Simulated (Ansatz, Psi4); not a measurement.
Psi4 was given this input:
```
memory 2 GB

molecule {
0 2
C    -0.38600731    2.63494261    0.08122108
O    -0.77907602    1.32178351    0.26334601
Si    0.02308773   -0.02033728   -0.26733647
O     0.15673885   -0.13806654   -1.81490421
O    -0.78554395   -1.26304075    0.45942465
C    -2.10891699   -1.60806063    0.25520816
O     1.45436715    0.03837562    0.55386437
C     2.41437714   -0.95593042    0.59623915
H    -0.40121247    2.88945753   -0.98513455
H    -1.09603470    3.27992005    0.60451915
H     0.62893474    2.79945459    0.45178136
H    -2.77144191   -0.75631175    0.42861827
H    -2.25638820   -1.94539476   -0.77754607
H    -2.35557366   -2.43117231    0.93020689
H     1.98642061   -1.90565089    0.92695156
H     3.20902884   -0.63506673    1.27414093
H     2.84443327   -1.10863799   -0.40068387
}

set {
  basis sto-3g
  reference uks
  scf_type pk
  puream true
  d_convergence 1e-8
  dft_radial_points 99
  dft_spherical_points 590
}

energy('b3lyp5')
print_variables()
```

Q: Write the same job for Ansatz (a first-principles code).

A: Several could match; the one computed here: 
Ansatz 0.2 input:
```yaml
crystal:
  periodic: [false, false, false]
  atoms:
    - {symbol: C, position_ang: [-0.38600731, 2.63494261, 0.08122108]}
    - {symbol: O, position_ang: [-0.77907602, 1.32178351, 0.26334601]}
    - {symbol: Si, position_ang: [0.02308773, -0.02033728, -0.26733647]}
    - {symbol: O, position_ang: [0.15673885, -0.13806654, -1.81490421]}
    - {symbol: O, position_ang: [-0.78554395, -1.26304075, 0.45942465]}
    - {symbol: C, position_ang: [-2.10891699, -1.60806063, 0.25520816]}
    - {symbol: O, position_ang: [1.45436715, 0.03837562, 0.55386437]}
    - {symbol: C, position_ang: [2.41437714, -0.95593042, 0.59623915]}
    - {symbol: H, position_ang: [-0.40121247, 2.88945753, -0.98513455]}
    - {symbol: H, position_ang: [-1.09603470, 3.27992005, 0.60451915]}
    - {symbol: H, position_ang: [0.62893474, 2.79945459, 0.45178136]}
    - {symbol: H, position_ang: [-2.77144191, -0.75631175, 0.42861827]}
    - {symbol: H, position_ang: [-2.25638820, -1.94539476, -0.77754607]}
    - {symbol: H, position_ang: [-2.35557366, -2.43117231, 0.93020689]}
    - {symbol: H, position_ang: [1.98642061, -1.90565089, 0.92695156]}
    - {symbol: H, position_ang: [3.20902884, -0.63506673, 1.27414093]}
    - {symbol: H, position_ang: [2.84443327, -1.10863799, -0.40068387]}
basis:
  gaussian:
    orbitals: STO-3G
hamiltonian:
  xc: b3lyp5
magnetization: {spin_polarized: true, initial_magnetization: 1}
accuracy: high
```

Both were run: Psi4 gave -700.839769 Eh and Ansatz -700.839777 Eh, 0.008 mEh apart.
